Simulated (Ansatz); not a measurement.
`CB[SiH](O)I`, charge 0, multiplicity 1.

Q: Give a relaxed structure at PBE0-D4/def2-TZVP (Ansatz). (Estimate.)

A: Computed: 
Z-matrix (Å, degrees):
```
C
B 1 1.552
H 1 1.103 2 104.1
H 1 1.092 2 113.7 3 -114.4
H 1 1.091 2 115.7 3 116.7
Si 2 1.980 1 122.8 3 -104.6
H 2 1.199 1 120.9 3 79.2
I 6 2.492 2 88.8 1 -94.0
O 6 1.640 2 115.2 1 19.8
H 6 1.485 2 122.5 1 159.0
H 9 0.959 6 118.3 2 -173.0
```
This is one stationary point; other conformers may exist.
